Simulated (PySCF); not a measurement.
**How methods differ on the excitation energy of W²⁺**

W²⁺ [Xe] 4f14 5d4 (5D) → W²⁺ [Xe] 4f14 5d3 6p1 (high-spin determinant), as a difference of total energies. All numbers are calculated (PySCF 2.14, scalar relativity by spin-free X2C-1e, in ANO-RCC-VTZP). Correlated levels: valence: [Xe] 4f14 frozen. The calculations carry no spin-orbit coupling.

```csv
method,excitation energy (eV)
UHF,7.778
LDA,7.895
PBE,7.743
r2SCAN,7.751
SCS-MP2 (valence),7.224
```

**Question.** Estimate what PBE0 gives.

**Answer.** 7.900 eV, closest to LDA among the rows shown.

**Question.** Estimate what MP2 (valence) gives.

**Answer.** 7.363 eV, closest to SCS-MP2 (valence) among the rows shown.

A first-order spin-orbit estimate (lowest level to lowest level, LS coupling) adds -0.543 eV.

The basis was made for the ground configuration and has no added diffuse functions, so the excitation energy can come out too high.

The determinant of the upper state mixes LS terms, which raises its energy above the lowest term, most at the Hartree-Fock and MP2 levels.
